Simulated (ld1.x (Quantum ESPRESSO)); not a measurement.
**Ranking ultrasoft potentials for Pt**

All share these settings but for the change named:

| Item | Value |
| --- | --- |
| Element | platinum (Pt) |
| Generator | ld1.x (Quantum ESPRESSO) 7.5 |
| Type | ultrasoft |
| Functional | LDA (PZ) |
| Relativity | fully relativistic |
| Frozen core | [Xe] 4f14 |
| Valence charge | 10 |
| Reference configuration | 5d9 6s0 6p0 (charge +1) |
| Partial waves | 6s (bound, empty): rcut 2.25, rcutus 2.75 bohr; 6s channel at -0.35 Ry: rcut 2.25, rcutus 2.75 bohr; 6p (bound, empty): rcut 2.55, rcutus 2.85 bohr; 6p channel at 1.35 Ry: rcut 2.55, rcutus 2.85 bohr; 5d (bound): rcut 1.25, rcutus 1.55 bohr; 5d channel at -0.65 Ry: rcut 1.25, rcutus 1.55 bohr |
| Local potential | all-electron potential smoothed inside 2.25 bohr (lloc = -1) |
| Core correction | a·sin(br)/r model core inside 1.15 bohr |
| Augmentation charge | PSQ, radius 1.40 bohr |

Open shells are filled in proportion to 2j + 1 (rel_dist='average').

Test errors are all-electron minus pseudo excitation energies from the reference, over 5d9 6s1 6p0; 5d8 6s0 6p0; 5d7 6s0 6p0; 5d6 6s0 6p0; 5d9 6s0.5 6p0; 5d9.5 6s0.5 6p0; 5d8 6s2 6p0. None of these files shows a bound ghost.

The base gives 676.7 meV.

Of 8 variants that were run, those that failed, showed a ghost or another fault, or gave nearly equal values are left out.

Task: Rank these variants by their largest absolute test error, smallest first.
A. all radii but the core radius scaled by about 1.30 (s 3.58, p 3.70, d 2.02 bohr, rcut 2.92/3.32/1.62); local potential all-electron potential smoothed inside 2.92 bohr (lloc = -1); augmentation PSQ, radius 1.82 bohr
B. all radii but the core radius scaled by about 1.22 (s 3.36, p 3.48, d 1.90 bohr, rcut 2.74/3.12/1.52); local potential all-electron potential smoothed inside 2.74 bohr (lloc = -1); augmentation PSQ, radius 1.70 bohr
C. all radii but the core radius scaled by about 1.16 (s 3.20, p 3.32, d 1.80 bohr, rcut 2.62/2.98/1.46); local potential all-electron potential smoothed inside 2.62 bohr (lloc = -1); augmentation PSQ, radius 1.64 bohr

Result: B (596.3 meV), C (774.5 meV), A (916.9 meV).
